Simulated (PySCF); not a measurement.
Isomers of C7H9OPSi.

All values: PBE0/pcSseg-1 (PySCF) at GFN2-xTB geometries, gas phase, one conformer each.

Question: Rank by the highest Hirshfeld charge on any atom, highest value first.
A. `[CH3:1][c:2]1[p:3][cH:4][cH:5][c:6]([CH:7]=[O:8])[c:9]1[SiH3:10]` with C5–C6–C7–O8 10°
B. `[CH2:1]=[CH:2]/[C:3]([SiH3:4])=[P:5]/[c:6]1[cH:7][cH:8][o:9][cH:10]1` with C1–C2–C3–Si4 14°, C3–P5–C6–C7 -54°
C. `[CH3:1][C:2](=[O:3])[c:4]1[cH:5][p:6][cH:7][cH:8][c:9]1[SiH3:10]` with C1–C2–C4–C5 1°
D. `[CH3:1][Si@@H:2]([PH2:3])[C:4]#[C:5][c:6]1[cH:7][cH:8][cH:9][o:10]1` with C1–Si2–P3–H 167° and 74°

Answer: D (+0.333 e), A (+0.307 e), B (+0.288 e), C (+0.261 e).

Question: Rank by dipole moment, highest first.
A. `[CH3:1][Si@@H:2]([PH2:3])[C:4]#[C:5][c:6]1[cH:7][cH:8][cH:9][o:10]1` with C1–Si2–P3–H 167° and 74°
B. `[CH2:1]=[CH:2]/[C:3]([SiH3:4])=[P:5]/[c:6]1[cH:7][cH:8][o:9][cH:10]1` with C1–C2–C3–Si4 14°, C3–P5–C6–C7 -54°
C. `[CH3:1][C:2](=[O:3])[c:4]1[cH:5][p:6][cH:7][cH:8][c:9]1[SiH3:10]` with C1–C2–C4–C5 1°

Answer: C (2.56 D), A (1.97 D), B (0.88 D).

Question: Rank by LUMO energy, highest first.
A. `[CH3:1][Si@@H:2]([PH2:3])[C:4]#[C:5][c:6]1[cH:7][cH:8][cH:9][o:10]1` with C1–Si2–P3–H 167° and 74°
B. `[CH3:1][C:2](=[O:3])[c:4]1[cH:5][p:6][cH:7][cH:8][c:9]1[SiH3:10]` with C1–C2–C4–C5 1°
C. `[CH3:1][c:2]1[p:3][cH:4][cH:5][c:6]([CH:7]=[O:8])[c:9]1[SiH3:10]` with C5–C6–C7–O8 10°

Answer: A (-1.13 eV), B (-2.44 eV), C (-2.68 eV).

All values together:

```csv
SMILES,μ (D),HOMO (eV),LUMO (eV),lowest IAO charge (e),highest IAO charge (e),lowest Hirshfeld charge (e),highest Hirshfeld charge (e)
Cc1pccc(C=O)c1[SiH3],2.56,-7.41,-2.68,-0.423 (C),+0.562 (Si),-0.215 (O),+0.307 (Si)
C[Si@@H](P)C#Cc1ccco1,1.97,-6.41,-1.13,-0.708 (C),+0.760 (Si),-0.208 (C),+0.333 (Si)
C=C/C([SiH3])=P/c1ccoc1,0.88,-6.46,-2.33,-0.489 (C),+0.573 (Si),-0.139 (C),+0.288 (Si)
CC(=O)c1cpccc1[SiH3],2.56,-7.55,-2.44,-0.470 (C),+0.630 (Si),-0.154 (O),+0.261 (Si)
```

Conformers: `[CH3:1][c:2]1[p:3][cH:4][cH:5][c:6]([CH:7]=[O:8])[c:9]1[SiH3:10]` with C5–C6–C7–O8 10°; `[CH3:1][Si@@H:2]([PH2:3])[C:4]#[C:5][c:6]1[cH:7][cH:8][cH:9][o:10]1` with C1–Si2–P3–H 167° and 74°; `[CH2:1]=[CH:2]/[C:3]([SiH3:4])=[P:5]/[c:6]1[cH:7][cH:8][o:9][cH:10]1` with C1–C2–C3–Si4 14°, C3–P5–C6–C7 -54°; `[CH3:1][C:2](=[O:3])[c:4]1[cH:5][p:6][cH:7][cH:8][c:9]1[SiH3:10]` with C1–C2–C4–C5 1°.
